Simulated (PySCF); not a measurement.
Gas-phase reaction: ZrCl₂(OH)₂ + Cl₂ = ZrCl₄ + O₂ + H₂

Computed with PySCF and rigid-rotor harmonic-oscillator thermochemistry at 1 bar. † marks an energy on the PBE0/def2-TZVP geometry and frequencies; other levels use their own. CCSD(T) freezes the core. Open shells (unrestricted): O₂ (multiplicity 3); the rest are closed-shell singlets. B3LYP is the form with VWN-RPA correlation. Zr: scalar-relativistic def2 core potential, no spin-orbit coupling. ZrCl₂(OH)₂: computed as isolated molecules; such fragments, hydroxides, amides, oligomers or adducts are transient or little studied in the gas. CCSD(T) isn't extrapolated to the basis-set limit; its ΔH°(298 K) is 206.5 kJ in def2-SVP and 248.2 kJ in def2-TZVPP. The harmonic model lacks anharmonicity and excited electronic states, which grow with temperature; levels with a mode under 35 cm⁻¹ are left out. Soft modes under 120 cm⁻¹ make the harmonic entropy rough for ZrCl₂(OH)₂, ZrCl₄.

```csv
level,"ΔE electronic, kJ","ΔH°(298 K), kJ","ΔS°(298 K), J/K","ΔG°(1000 K), kJ"
B3LYP/def2-TZVP†,249,229,89,141
CCSD(T)/def2-SVP†,227,206,89,119
PBE/def2-SVP,214,193,95,100
PBE0/def2-SVP†,224,204,89,116
PBE0/def2-TZVP,246,226,89,138
```
ΔH° is lowest at PBE/def2-SVP and highest at B3LYP/def2-TZVP†. No reference value is set beside these.
